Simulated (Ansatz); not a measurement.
`C#C[CH](C)[SnH3]` and `C[CH2][SnH3]` differ in one atom or group.

Ansatz, PBE0-D4/def2-TZVP geometries, multiplicity 1. 

Elements past krypton have def2 core potentials.

| property | `C#C[CH](C)[SnH3]` |
| --- | --- |
| LUMO energy (ωB97M-V/def2-TZVPP) / eV | 1.38 |
| LUMO energy (PBE0/def2-TZVPP) / eV | -0.05 |
| LUMO energy (B3LYP/def2-TZVPP) / eV | -0.29 |
| size of the dipole moment (PBE/def2-TZVPP) / D | 0.76 |
| HOMO energy (B3LYP/def2-TZVPP) / eV | -6.82 |
| LUMO energy (PBE/def2-TZVPP) / eV | -0.85 |

Question: What does the change do to each property? (Best estimate.)

Answer: The calculation gave: 
| property | `C[CH2][SnH3]` | shift |
| --- | --- | --- |
| LUMO energy (ωB97M-V/def2-TZVPP) / eV | 1.63 | 0.25 |
| LUMO energy (PBE0/def2-TZVPP) / eV | 0.34 | 0.39 |
| LUMO energy (B3LYP/def2-TZVPP) / eV | 0.08 | 0.37 |
| size of the dipole moment (PBE/def2-TZVPP) / D | 1.02 | 0.26 |
| HOMO energy (B3LYP/def2-TZVPP) / eV | -7.62 | -0.80 |
| LUMO energy (PBE/def2-TZVPP) / eV | -0.39 | 0.46 |

With PBE0 the HOMO falls by 0.81 eV and the LUMO rises by 0.39 eV, so the gap widens by about 1.20 eV. PBE moves the HOMO by -0.73 eV and ωB97M-V by -0.85 eV. Dipoles are sizes alone; their direction can turn.

B3LYP here is the variant with VWN-RPA as its local correlation; programs differ in this.
